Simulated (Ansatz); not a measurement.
A nudged elastic band was laid between two geometries of ClGaH2O2 + H2 (8 atoms, charge 0, multiplicity 1).

Computed with Ansatz 0.2.0, RKS PBE0/def2-SVP.

- movable images: 7
- climbing image: yes
- spring: 5.0 eV/Å²
- optimiser: quadratic models (default)
- start path: through a guess of the saddle point
- force threshold: 0.05 eV/Å
- iteration limit: 60
- end points: relaxed

Initial state:

```xyz
8
Properties=species:S:1:pos:R:3
Ga -0.030 -0.413 -0.015
Cl 0.048 -0.997 2.053
O 1.452 -0.275 -0.966
H 2.248 -0.470 -0.462
O -1.582 -0.183 -0.827
H -2.340 -0.331 -0.252
H 0.057 2.218 0.489
H 0.092 1.934 1.197
```

Final state:

```xyz
8
Properties=species:S:1:pos:R:3
Ga 0.557 0.776 0.490
Cl 0.505 -0.386 2.340
O 0.920 -0.270 -0.957
H 1.492 -1.026 -0.791
O -1.421 0.419 -0.117
H -1.070 -0.187 -0.806
H 0.810 2.304 0.515
H -1.847 -0.147 0.543
```

**Question.** What changes between the two ends?

**Answer.** Bonds broken: H7–H8. Bonds formed: Ga1–H7, O5–H8. ClGaH2O2 + H2 becomes ClGaH4O2.

**Question.** Give the energies along the band, and the barrier.

**Answer.** It converged. The highest image is number 3 of 0 to 8, 127.9 kJ/mol above the first end and 194.5 kJ/mol above the last; the last end lies 66.6 kJ/mol below the first. A vibrational analysis at the climbing image gives one clearly imaginary mode, 869i cm⁻¹: a first-order saddle point. Another band between the same ends, with other settings, climbed to 0.804 eV only, so this may not be the lowest route. The orbitals stay closed-shell, which can raise the energy where a bond breaks towards radicals; this wasn't checked here.

| image | path coordinate (Å) | energy (kJ/mol) | H7–H8 (Å) | Ga1–H7 (Å) | O5–H8 (Å) |
| --- | --- | --- | --- | --- | --- |
| 0 | 0.00 | 0.0 | 0.76 | 2.68 | 3.37 |
| 1 | 0.79 | 9.9 | 0.77 | 2.39 | 3.03 |
| 2 | 1.57 | 23.3 | 0.78 | 2.15 | 3.03 |
| 3 | 2.36 | 127.9 | 1.11 | 1.70 | 3.10 |
| 4 | 3.52 | 78.1 | 2.42 | 1.56 | 3.76 |
| 5 | 4.68 | 72.3 | 3.24 | 1.55 | 3.19 |
| 6 | 5.85 | 51.7 | 3.27 | 1.55 | 1.93 |
| 7 | 7.01 | -57.9 | 3.40 | 1.55 | 0.98 |
| 8 | 8.17 | -66.6 | 3.61 | 1.55 | 0.97 |

**Question.** What is the geometry of the highest image?

**Answer.** 
```xyz
8
Properties=species:S:1:pos:R:3
Ga -0.104 0.264 -0.093
Cl 0.202 -0.105 2.339
O 1.224 -0.520 -0.974
H 2.051 -0.588 -0.487
O -1.802 0.103 -0.571
H -1.960 -0.671 -1.123
H 0.141 1.795 0.593
H 0.194 1.203 1.532
```

Time of the run: 6.5 min on 2 threads of Arm Neoverse V1, on a shared host, peak memory 0.24 GiB.
